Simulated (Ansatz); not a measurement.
The same path of ClH$_{6}$NOSiZn (11 atoms, charge 0, multiplicity 1) was run twice with different band settings. Lost on the way: N5–H11. Made: O2–H11.

All numbers below come from RKS B3LYP/def2-SVP (Ansatz 0.2.0).

Relaxed end points:

```xyz
11
Properties=species:S:1:pos:R:3
Zn 0.158 0.023 0.274
O -0.485 -0.422 1.913
H -1.392 -0.748 1.946
Cl 0.142 0.372 -1.859
N 2.025 0.740 1.130
H 2.683 -0.043 1.153
Si 2.713 2.229 0.407
H 3.262 1.854 -0.917
H 1.602 3.209 0.302
H 3.794 2.794 1.264
H 1.648 0.831 2.080
```

```xyz
11
Properties=species:S:1:pos:R:3
Zn 0.628 0.009 -0.167
O -0.173 -0.281 1.825
H -0.994 0.090 2.177
Cl -0.780 -0.475 -1.701
N 2.173 0.672 0.699
H 2.887 -0.037 0.881
Si 2.825 2.267 0.488
H 3.726 2.455 -0.699
H 1.667 3.203 0.316
H 3.610 2.709 1.686
H 0.581 0.228 2.188
```

Common settings: movable images 5; spring 5.0 eV/Å²; start path through a guess of the saddle point; force threshold 0.05 eV/Å; iteration limit 60; end points relaxed.

| run | climbing image | optimiser |
| --- | --- | --- |
| 1 | yes | quadratic models (default) |
| 2 | from the first iteration | lbfgs |

(1) What does each run give, and how far can it be trusted?

Results:

(1) Run 1: converged after 21 iterations, highest image 0.533 eV above the first end. A vibrational analysis at the climbing image gives one clearly imaginary mode, 1104i cm⁻¹: a first-order saddle point.
Run 2: converged after 43 iterations, highest image 0.553 eV above the first end. The order of the point at the top wasn't checked.
The orbitals stay closed-shell, which can raise the energy where a bond breaks towards radicals; this wasn't checked here.
